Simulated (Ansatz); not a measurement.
`CO[Si](F)(F)C#N` + H₂ → `CO[SiH](F)C#N` + H–F at 700 K and 1 bar (hydrogenolysis of the Si–F bond).

Program: Ansatz. Geometries: PBE0-D4/def2-TZVP. ΔE: electronic, gas phase. CCSD(T)/CBS adds triple-zeta CCSD(T) − MP2 to the extrapolated MP2 energy (def2 sets, frozen cores). This one scheme is used for every species. One conformer a species, not always the lowest.

| species | CCSD(T)/CBS energy (Eh) | H − E (kJ/mol) | S (J/(mol·K)) |
| --- | --- | --- | --- |
| `CO[Si](F)(F)C#N` | -696.62572 | 237.2 | 511.7 |
| H₂ | -1.17544 | 46.8 | 155.3 |
| `CO[SiH](F)C#N` | -597.35672 | 245.6 | 481.4 |
| H–F | -100.39570 | 45.2 | 198.5 |

H − E and S are ideal-gas, rigid-rotor, harmonic terms from PBE0-D4/def2-TZVP, for one conformer and one mirror image of each species. For small species the MP2-based limit differs from directly extrapolated CCSD(T) by up to some mEh (0.8 for H₂); such offsets cancel only in part. 1 Eh = 2625.50 kJ/mol, R = 8.31446 J/(mol·K).

Problem. By hand: ΔE, ΔH, ΔS and ΔG.

Solution. ΔE = (-597.35672) + (-100.39570) − (-696.62572) − (-1.17544) = 0.04874 Eh = 128.0 kJ/mol. Δ(H − E) = 245.6 + 45.2 − 237.2 − 46.8 = 6.8, so ΔH = 134.8 kJ/mol. ΔS = 481.4 + 198.5 − 511.7 − 155.3 = 12.9 J/(mol·K). ΔG = 134.8 − 700 × (12.9)/1000 = 125.8 kJ/mol.

Problem. By hand: the equilibrium constant, and the temperature at which ΔG would vanish if ΔH and ΔS stayed fixed.

Solution. log₁₀ K = −ΔG/(RT ln 10) = -9.4. ΔG = 0 at ΔH/ΔS = 10450 K, far beyond where these terms or the molecules hold.

The number of gas molecules stays the same, so ΔS is small and ΔH decides. A doubt of 5 kJ/mol in ΔE shifts log₁₀ K by 0.4 here. Other conformers and mirror images would add mixing entropy, several J/(mol·K) or more a flexible species. Modes under 60 cm⁻¹, often nearly free rotors, make the harmonic entropy too high. These are equilibria of isolated gas molecules and say nothing of rates. Largest T1 diagnostic: 0.013 (customary marks: 0.02 for closed shells, 0.045 for open ones).
